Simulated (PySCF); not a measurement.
Structure problem from calculated spectra and properties.

Formula: C6H11BO2.

- Dipole: 1.37 D [wB97X-D/def2-SVPD]
- UV, first state: lowest singlet excitation: 5.49 eV (226 nm, f = 0.000) [TDDFT wB97X-D/def2-SVPD]
- Valence photoelectron: vertical ionisation energy: 9.48 eV [ΔSCF wB97X-D/def2-SVPD]
- 13C NMR: chemical shifts (computed TMS as zero) by class: 115.9 (1 C), 83.7 (1 C), 32.5 (3 C), 28.3 (1 C) ppm [GIAO PBE0/pcSseg-1]
- Rotational structure: rotational constants A, B, C: 3.153, 0.675, 0.633 GHz [PBE0-D3(BJ)/def2-SVP]
- 1H NMR: chemical shifts (computed TMS as zero) by class: 2.83 (2 H), 1.21 (9 H) ppm [GIAO PBE0/pcSseg-1]

Electronic properties: PySCF, gas phase, density fitting. Levels stand in brackets. The structure is a single PBE0-D3(BJ)/def2-SVP conformer in the gas phase; no vibrational or solvent corrections. NMR values are class means; diastereotopic atoms form classes of their own.

Task: Give a SMILES that accounts for the data.

Result: Numbering: `[CH3:1][C:2]([CH3:3])([CH3:4])[C:5]#[C:6][B:7]([OH:8])[OH:9]`. 6 carbons fall into 4 classes; from least to most shielded: alkyne carbon [C5] (115.9 ppm), alkyne carbon [C6] (83.7 ppm), methyl carbon [C1/C3/C4] (32.5 ppm, 3 C), propargylic carbon [C2] (28.3 ppm). Hydrogen classes from least to most shielded: 2 H on 2 boron-bound oxygens, O8/O9 (2.83 ppm), 9 H on 3 methyl carbons, C1/C3/C4 (1.21 ppm, a mean of values up to 0.6 ppm apart in this geometry). The first electron is taken from the HOMO, whose largest Löwdin shares are 0.40 on an alkyne carbon, 0.38 on an alkyne carbon, 0.06 on the propargylic carbon and 0.05 on a methyl carbon. By its constants the optimised geometry is an asymmetric top. Structure: `CC(C)(C)C#CB(O)O`. Computed isomers that give other values at the same levels: `C=CC[C@@H]1CCOBO1` (rotational constant A: 4.099 GHz; this holds for the one conformer computed); `CC(C)C1=CO[BH2-][O+]=C1` (13C chemical shifts (computed TMS as zero) by class: 186.4 (2 C), 126.3 (1 C), 29.6 (1 C), 26.2 (2 C) ppm); `C=C(C)[C@H]1CCOBO1` (rotational constant A: 3.349 GHz; this holds for the one conformer computed). The assignments are read from this structure; whether some other isomer fits the data as well wasn't checked.

The values belong to the conformer `[CH3:1][C:2]([CH3:3])([CH3:4])[C:5]#[C:6][B:7]([OH:8])[OH:9]`: H–O8–B7–C6 180°, H–O9–B7–C6 180°.
